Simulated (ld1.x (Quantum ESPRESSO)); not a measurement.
**Debugging a pseudopotential input (Cs (Z = 55), ld1.x (Quantum ESPRESSO) 7.5)**

Command:

```bash
ld1.x < Cs.in > Cs.out
```

Input:

```
&input
   title='Cs', zed=55., rel=1, dft='PBE', iswitch=3,
   config='[Xe] 5d0 6s1 6p0',
   nld=3, rlderiv=4.55, eminld=-2.0, emaxld=5.0, deld=0.02
 /
 &inputp
   pseudotype=2, tm=.true., lloc=2,
   nlcc=.false.,
   file_pseudopw='Cs.UPF', file_wfcaegen='ae.wfc', file_wfcncgen='nc.wfc', file_beta='beta', file_chi='chi'
 /
3
6S  1  0   1.00   0.30  4.10  4.10  0.0
6P  2  1   0.00   0.00  4.20  4.20  0.0
5D  3  2   0.00   0.00  3.40  3.40  0.0
 &test
   configts(1)='5d0 6s1 6p0'
 /
```

Output:

```
Program LD1 v.7.5

 %%%%%%%%%%%%%%%%%%%%%%%%%%%%%%%%%%%%%%%%%%%%%%%%%%%%%%%%%%%%%%%%%%%%%%%%%%%%%%
     Error in routine ld1_readin (1):
     unbound states must be empty
 %%%%%%%%%%%%%%%%%%%%%%%%%%%%%%%%%%%%%%%%%%%%%%%%%%%%%%%%%%%%%%%%%%%%%%%%%%%%%%

     stopping ...
```

Question: This input was made by a single change from one that runs to its end. What was changed?

Answer: The change: an energy typed for the occupied state 6S. The program refuses the input: "ld1_readin: unbound states must be empty".
